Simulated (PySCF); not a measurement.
# Excitation energy of Sc²⁺ by level of theory

Sc²⁺ [Ar] 3d1 (2D) → Sc²⁺ [Ar] 4s1 (2S), as a difference of total energies. All numbers are calculated (PySCF 2.14, scalar relativity by spin-free X2C-1e, in x2c-TZVPPall (6s5p4d2f1g, 64 functions)). Correlated levels: valence and next inner shell: [Ne] frozen. The calculations carry no spin-orbit coupling.

```tsv
method	excitation energy (eV)
UHF	2.988
LDA	3.577
PBE	3.661
PBE0	3.663
r2SCAN	3.866
TPSS	3.929
M06-2X	3.373
PW91	3.718
B97-3	3.751
MP2 (valence and next inner shell)	2.612
SCS-MP2 (valence and next inner shell)	2.691
```

How much does correlation contribute at MP2 (valence and next inner shell)?

2.612 − (2.988) = -0.376 eV, measured against UHF.

A first-order spin-orbit estimate (lowest level to lowest level, LS coupling) adds 0.015 eV.

The basis was made for the ground configuration and has no added diffuse functions, so the excitation energy can come out too high.
